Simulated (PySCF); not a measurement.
Compound: C6H6O2 (charge +1 and doublet state).
Cartesian coordinates in Å at the GFN2-xTB level; atoms count from 1:
```xyz
14
C6H6O2 angstrom
O      2.2817    0.1527    0.3103
C      0.9697    0.2020    0.1653
C      0.1749    1.3305    0.3524
C     -1.1882    1.2452    0.1670
C     -1.7980    0.0228   -0.2110
C     -1.0469   -1.1064   -0.4029
C      0.3487   -1.0598   -0.2252
O      1.0723   -2.1247   -0.4061
H      2.6865    0.9965    0.5709
H      0.6329    2.2654    0.6417
H     -1.8048    2.1198    0.3106
H     -2.8681   -0.0101   -0.3472
H     -1.4888   -2.0478   -0.6903
H      2.0276   -1.9865   -0.2578
```

The hyperfine couplings belong to this conformer and change with its torsions.

Identity: `OC1=CC=C[CH][C+]1O` [radical] (charge +1).

Theory: PySCF, UKS B3LYP, pcH-1 on C H O, non-relativistic, mean-field spin-orbit, GIAO. The structure is a single GFN2-xTB conformer in the gas phase; no vibrational or solvent corrections. A GFN2-xTB geometry isn't a minimum of the functional, and hyperfine couplings can be far from their values at a DFT geometry, by a factor of two or more for some ions and for spin on atoms past the first row. The SCF solution wasn't tested for stability.

(1) Break the g tensor into its mass correction, gauge correction and orbital-Zeeman/spin–orbit terms.

(2) At 9.756 GHz, how far is the centre of the isotropic spectrum from where a free electron (g = 2.002319) resonates?

(3) What are the electron Larmor frequencies g μB B/h along the three axes at 3350 mT?

(4) Average each term over the three axes. Which is largest in size?

(5) In a frozen sample, at which fields do the three g values resonate at 9.5, 34, 94 and 263 GHz (hyperfine left aside), and which band first spreads them over more than twice a line width of 0.5 mT?

Answers

(1) 
```
                    Δg (ppm)     1     2     3
relativistic mass correction  -212  -212  -212
            gauge correction    -4    50    41
   orbital Zeeman/spin–orbit   -25  1412  2422
                       total  -241  1249  2250
```

So g = 2.00208, 2.00357, 2.00457 and g_iso = 2.00341; the tensor is rhombic: the two nearest values differ by 40 % of g3 − g1. Axes: g1 is normal to the molecular plane and g2 points within 4° of the C4–H11 bond.

(2) B = hν/(g μB) with μB/h = 13.99624 MHz/mT gives 348.12 mT for the free electron and 347.93 mT at g_iso, 0.19 mT lower.

(3) 93.8723, 93.9422, 93.9891 GHz for g1, g2 and g3, a range of 116.8 MHz.

(4) The orbital-Zeeman/spin–orbit term 1270, the mass correction -212 and the gauge correction 29 ppm, for a total of 1086 ppm. The orbital-Zeeman/spin–orbit term is the largest in size. The mass correction is the same along every axis, so the anisotropy comes from the other two: their spans along these axes are 54 (gauge) and 2446 ppm (orbital Zeeman/spin–orbit).

(5) 
```csv
band,GHz,B(g3) mT,B(g2) mT,B(g1) mT,spread mT
X,9.5,338.60,338.77,339.02,0.42
Q,34.0,1211.84,1212.45,1213.35,1.51
W,94.0,3350.39,3352.06,3354.56,4.17
J,263.0,9373.96,9378.64,9385.63,11.67
```

The spread grows in proportion to the frequency. Q band is the first where it exceeds 1.0 mT.

Largest spin populations (Mulliken): C4 (+0.27), C2 (+0.25), C7 (+0.25) and O8 (+0.17). Four atoms exceed +0.15. The positive populations add up to 1.18 and the negative ones to -0.18, together 2S = 1.

The HOMO–LUMO gaps are 5.94 eV among the α and 2.53 eV among the β orbitals.

The SMILES draws the unpaired electron on C6; the largest computed Mulliken spin population is on C4 (0.27 against -0.04).
